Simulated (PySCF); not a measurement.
Species: C₇H₇NO.
SMILES with atom numbers: `[CH2:1]=[C:2]=[C:3]=[C:4]([CH:5]=[CH2:6])[C:7]([NH2:8])=[O:9]` (hydrogens: H10, H11 on C1; H12 on C5; H13, H14 on C6; H15, H16 on N8)

Computed by this run: PySCF 2.14.0, BHandHLYP/def2-SV(P) geometry optimisation, gas phase; density fitting, grid level 1; the optimiser is geomeTRIC in internal coordinates, started from a GFN2-xTB structure.

The end geometry, which sets the zero of energy:
```
atom  x, y, z in Å
C1      3.4836   -0.3348    0.0057
C2      2.1725   -0.2576   -0.0309
C3      0.9114   -0.1848   -0.0704
C4     -0.4135   -0.1170   -0.1189
C5     -1.1331   -0.8172   -1.1851
C6     -2.4536   -0.9019   -1.3536
C7     -1.1517    0.6616    0.9447
N8     -0.4189    1.6002    1.5865
O9     -2.3128    0.4654    1.1986
H10     4.0342   -0.9080   -0.7387
H11     4.0611    0.1686    0.7797
H12    -0.4792   -1.3077   -1.9024
H13    -3.1526   -0.4473   -0.6619
H14    -2.8499   -1.4524   -2.2035
H15     0.5551    1.7438    1.3945
H16    -0.8565    2.0968    2.3429
```

Question: These geometries come from the run, each turned onto the end geometry. Order them by energy, lowest first.
A.
```
atom  x, y, z in Å
C1      3.4632   -0.2687    0.0207
C2      2.1524   -0.2344   -0.0274
C3      0.9003   -0.1958   -0.0832
C4     -0.4302   -0.1519   -0.1285
C5     -1.1370   -0.8715   -1.1704
C6     -2.4534   -0.8583   -1.3661
C7     -1.1578    0.6301    0.9216
N8     -0.3783    1.5348    1.5655
O9     -2.3319    0.4943    1.1929
H10     4.0370   -0.8231   -0.7037
H11     4.0132    0.2530    0.7875
H12    -0.4939   -1.4434   -1.8300
H13    -3.1149   -0.3019   -0.7265
H14    -2.9001   -1.4209   -2.1687
H15     0.6074    1.6014    1.3827
H16    -0.7799    2.0641    2.3207
```
B.
```
atom  x, y, z in Å
C1      3.4894   -0.3365    0.0061
C2      2.1787   -0.2551   -0.0383
C3      0.9176   -0.1833   -0.0799
C4     -0.4081   -0.1281   -0.1143
C5     -1.1386   -0.8279   -1.1730
C6     -2.4568   -0.8749   -1.3713
C7     -1.1414    0.6327    0.9659
N8     -0.4303    1.6121    1.5711
O9     -2.2810    0.3833    1.2645
H10     4.0432   -0.9099   -0.7356
H11     4.0628    0.1623    0.7860
H12    -0.4895   -1.3528   -1.8696
H13    -3.1536   -0.3866   -0.7006
H14    -2.8556   -1.4301   -2.2171
H15     0.5288    1.8125    1.3550
H16    -0.8695    2.0900    2.3383
```
C.
```
atom  x, y, z in Å
C1      3.4942   -0.3380    0.0108
C2      2.1855   -0.2504   -0.0515
C3      0.9247   -0.1758   -0.1007
C4     -0.3997   -0.1293   -0.1260
C5     -1.1371   -0.8379   -1.1738
C6     -2.4564   -0.8517   -1.3659
C7     -1.1320    0.6170    0.9692
N8     -0.4455    1.6156    1.5655
O9     -2.2570    0.3235    1.2820
H10     4.0573   -0.9122   -0.7250
H11     4.0602    0.1606    0.7975
H12    -0.4992   -1.3907   -1.8595
H13    -3.1390   -0.3263   -0.7085
H14    -2.8735   -1.4167   -2.1975
H15     0.5037    1.8384    1.3333
H16    -0.8903    2.0816    2.3374
```

Answer: B (0.004 eV), C (0.009 eV), A (0.044 eV).

In the order of the answer:

| step | E above end (eV) | largest force (eV/Å) | rms force component (eV/Å) | rms distance from end (Å) | rms bond change (Å) | bond most changed (Å) |
| --- | --- | --- | --- | --- | --- | --- |
| 4 | 0.004 | 0.13 | 0.042 | 0.045 | 0.000 | C7–N8 0.000 |
| 1 | 0.009 | 0.30 | 0.062 | 0.073 | 0.001 | C4–C7 +0.003 |
| 0 | 0.044 | 0.99 | 0.277 | 0.089 | 0.008 | C4–C5 -0.014 |

The cost below is that of the whole optimisation. On Arm Neoverse V1, one thread, no GPU, shared host, this took 95 s wall and 0.61 GiB of memory at its peak.
